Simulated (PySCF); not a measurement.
Vertical excitations of a molecule C2H4ClFOSi from TDA-PBE/def2-SVPD run with PySCF 2.14.0, as energy in eV (oscillator strength): 3.33 (0.004), 5.39 (0.001), 5.40 (0.002), 5.59 (0.006), 5.67 (0.028), 6.05 (0.020), 6.44 (0.004), 6.64 (0.088), 6.84 (0.050), 6.85 (0.039). Lowest triplet (TDA): 2.62 eV. Geometry: B3LYP-D3(BJ)/def2-SVP. The values are those of a single conformer.

Q: Which molecule gave these data?
(A) C=C(Cl)[Si@@H](O)F
(B) F/C=C\O[SiH2]Cl
(C) C=C(F)[Si@H](O)Cl
(D) CC(=O)[Si@@H](F)Cl

A: D, CC(=O)[Si@@H](F)Cl
